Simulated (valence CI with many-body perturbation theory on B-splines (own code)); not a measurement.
**Forbidden lines of Pm19+**

Calculated by valence CI with perturbative core correlation (CI+MBPT): six valence electrons over a frozen Dirac-Fock core [Kr], a basis of 7 s, 7 p, 8 d, 6 f, 4 g, 1 h functions for each j, with the one-electron correlation potential Σ1 (screened to all orders), the two-electron term Σ2, the three-electron term Σ3, Breit, model QED; selected single and double excitations, second order for the rest, scaled by the run's own slope (own B-spline code, finite nucleus).

No measured spectrum was set against this ion. As an estimate, terms of the open shell hold to 2 to 4 % of their energy, and close levels can change places. Core correlation moves these levels by up to 9900 cm⁻¹, and in measured spectra 5 to 20 % of such shifts remained as error; rates that hang on mixing are uncertain with them. Among the levels kept, up to 1000 cm⁻¹ of a level comes from second order outside the variational space, and about a tenth of that is noise between levels of different J, which matters for small intervals. Only levels of the ground parity were solved; by the run's estimate the other parity begins above the list, which can be wrong where configurations are misplaced.

Lines 1 to 50 of 119 in falling wavelength, among levels below 258850 cm⁻¹, chosen from the decays that carry over 1 % of a level's rate. Wavelengths and rates use the calculated energies, so an error of 2000 cm⁻¹ moves a line at 13710 Å by 27 % and its rate by three times that or more. Electric multipoles are in the length gauge, E1 and E2 with the static RPA response of the core. Weak lines are less certain than strong ones. Lines between different terms over intervals too small for the method are left out, as are lines whose strength nearly cancels. Where a level lies close to another of its J and parity, the split of strength between their lines is uncertain. The highest levels of a list are the least certain.

Levels are named by their leading jj configuration (3d3/2^4 stands for four electrons in 3d with j = 3/2), which in mixed levels can hold well under half, so a name can repeat and another be missing. Letters in brackets count levels of one name in rising energy.

```
λ vac (Å)                      Upper                      Lower  Type   A (s⁻¹)  Branch %
    13710      (4d3/2^3 4d5/2^3) J=0  (4d3/2^3 4d5/2^3) J=1 [b]    M1  5.20e+00       2.7
     8979      (4d3/2^2 4d5/2^4) J=5  (4d3/2^3 4d5/2^3) J=4 [b]    M1  2.38e+01       1.8
     7633      (4d3/2^3 4d5/2^3) J=5  (4d3/2^3 4d5/2^3) J=4 [a]    M1  2.51e+01      11.7
     7500  (4d3/2^3 4d5/2^3) J=3 [a]      (4d3/2^4 4d5/2^2) J=2    M1  4.59e+01       6.7
     7062  (4d3/2^3 4d5/2^3) J=1 [b]  (4d3/2^2 4d5/2^4) J=2 [a]    M1  4.19e+01       3.8
     6666      (4d3/2^4 4d5/2^2) J=2      (4d3/2^4 4d5/2^2) J=4    E2  1.18e-03     100.0
     6631      (4d3/2^2 4d5/2^4) J=3  (4d3/2^2 4d5/2^4) J=4 [a]    M1  4.85e+01       3.0
     5554  (4d3/2^3 4d5/2^3) J=2 [b]  (4d3/2^2 4d5/2^4) J=2 [a]    M1  2.78e+01       3.0
     5299      (4d3/2^4 4d5/2^2) J=0      (4d3/2^4 4d5/2^2) J=2    E2  1.12e-02     100.0
     5162  (4d3/2^3 4d5/2^3) J=4 [b]  (4d3/2^3 4d5/2^3) J=3 [b]    M1  5.06e+01       5.3
     4829      (4d3/2^2 4d5/2^4) J=3  (4d3/2^3 4d5/2^3) J=4 [b]    M1  4.70e+01       2.9
     4649  (4d3/2^3 4d5/2^3) J=1 [b]  (4d3/2^3 4d5/2^3) J=2 [a]    M1  5.74e+01       5.2
     4500  (4d3/2^3 4d5/2^3) J=1 [a]      (4d3/2^4 4d5/2^2) J=2    M1  5.35e+02      99.8
     4324  (4d3/2^3 4d5/2^3) J=2 [b]  (4d3/2^3 4d5/2^3) J=3 [b]    M1  9.28e+01      10.0
     4317  (4d3/2^2 4d5/2^4) J=4 [c]  (4d3/2^2 4d5/2^4) J=4 [b]    M1  3.88e+01       1.1
     4046  (4d3/2^3 4d5/2^3) J=3 [b]  (4d3/2^3 4d5/2^3) J=4 [a]    M1  1.32e+02      11.6
     3915      (4d3/2^2 4d5/2^4) J=1      (4d3/2^3 4d5/2^3) J=0    M1  1.67e+02       9.1
     3656  (4d3/2^2 4d5/2^4) J=4 [b]  (4d3/2^3 4d5/2^3) J=3 [c]    M1  4.81e+01       2.8
     3637  (4d3/2^2 4d5/2^4) J=2 [b]  (4d3/2^3 4d5/2^3) J=3 [c]    M1  4.77e+01       2.1
     3529  (4d3/2^3 4d5/2^3) J=3 [a]      (4d3/2^4 4d5/2^2) J=4    M1  6.34e+02      93.2
     3470  (4d3/2^3 4d5/2^3) J=2 [a]  (4d3/2^3 4d5/2^3) J=1 [a]    M1  2.28e+02      16.6
     3449      (4d3/2^2 4d5/2^4) J=1  (4d3/2^3 4d5/2^3) J=2 [b]    M1  3.14e+02      17.1
     3351  (4d3/2^3 4d5/2^3) J=3 [c]  (4d3/2^3 4d5/2^3) J=3 [b]    M1  6.86e+01       3.6
     3119  (4d3/2^3 4d5/2^3) J=3 [c]  (4d3/2^3 4d5/2^3) J=2 [a]    M1  3.29e+02      17.2
     3107  (4d3/2^2 4d5/2^4) J=4 [b]  (4d3/2^2 4d5/2^4) J=4 [a]    M1  1.47e+02       8.6
     3045      (4d3/2^2 4d5/2^4) J=1  (4d3/2^3 4d5/2^3) J=1 [b]    M1  3.52e+02      19.1
     2861      (4d3/2^2 4d5/2^4) J=3  (4d3/2^2 4d5/2^4) J=2 [a]    M1  9.89e+01       6.2
     2765  (4d3/2^2 4d5/2^4) J=2 [a]  (4d3/2^3 4d5/2^3) J=1 [a]    M1  2.77e+02      10.9
     2731  (4d3/2^2 4d5/2^4) J=4 [a]      (4d3/2^3 4d5/2^3) J=5    M1  5.41e+02      23.9
     2720  (4d3/2^3 4d5/2^3) J=3 [d]  (4d3/2^3 4d5/2^3) J=3 [b]    M1  2.85e+01       2.1
     2652  (4d3/2^3 4d5/2^3) J=2 [a]  (4d3/2^3 4d5/2^3) J=3 [a]    M1  3.54e+02      25.8
     2644  (4d3/2^2 4d5/2^4) J=4 [b]  (4d3/2^3 4d5/2^3) J=4 [b]    M1  4.89e+01       2.9
     2628  (4d3/2^2 4d5/2^4) J=2 [b]  (4d3/2^3 4d5/2^3) J=1 [b]    M1  7.99e+01       3.6
     2587  (4d3/2^2 4d5/2^4) J=2 [c]      (4d3/2^2 4d5/2^4) J=3    M1  1.89e+02       5.5
     2565  (4d3/2^3 4d5/2^3) J=3 [d]  (4d3/2^3 4d5/2^3) J=2 [a]    M1  1.64e+02      12.0
     2504  (4d3/2^3 4d5/2^3) J=3 [b]  (4d3/2^3 4d5/2^3) J=3 [a]    M1  2.03e+02      17.9
     2495      (4d3/2^2 4d5/2^4) J=3  (4d3/2^3 4d5/2^3) J=3 [b]    M1  6.08e+02      37.9
     2426      (4d3/2^2 4d5/2^4) J=5      (4d3/2^3 4d5/2^3) J=6    M1  7.86e+02      60.9
     2382  (4d3/2^2 4d5/2^4) J=2 [c]  (4d3/2^3 4d5/2^3) J=3 [d]    M1  5.23e+02      15.3
     2374      (4d3/2^2 4d5/2^4) J=5      (4d3/2^3 4d5/2^3) J=5    M1  4.18e+02      32.4
     2364      (4d3/2^2 4d5/2^4) J=3  (4d3/2^3 4d5/2^3) J=2 [a]    M1  2.12e+02      13.2
     2296  (4d3/2^3 4d5/2^3) J=4 [a]      (4d3/2^4 4d5/2^2) J=4    M1  1.17e+03      99.2
     2294  (4d3/2^2 4d5/2^4) J=4 [c]  (4d3/2^3 4d5/2^3) J=3 [d]    M1  3.17e+02       9.3
     2268  (4d3/2^3 4d5/2^3) J=4 [b]  (4d3/2^3 4d5/2^3) J=4 [a]    M1  8.64e+02      90.0
     2259        (4d3/2 4d5/2^5) J=1      (4d3/2^3 4d5/2^3) J=0    M1  1.72e+02       2.1
     2219  (4d3/2^2 4d5/2^4) J=2 [a]  (4d3/2^3 4d5/2^3) J=3 [a]    M1  2.20e+03      86.4
     2128      (4d3/2^2 4d5/2^4) J=1  (4d3/2^2 4d5/2^4) J=2 [a]    M1  3.25e+02      17.7
     2096        (4d3/2 4d5/2^5) J=1  (4d3/2^3 4d5/2^3) J=2 [b]    M1  4.88e+02       5.9
     2064        (4d3/2 4d5/2^5) J=2  (4d3/2^2 4d5/2^4) J=2 [b]    M1  8.71e+02      18.1
     2045  (4d3/2^2 4d5/2^4) J=2 [c]  (4d3/2^3 4d5/2^3) J=3 [c]    M1  1.67e+02       4.9
```
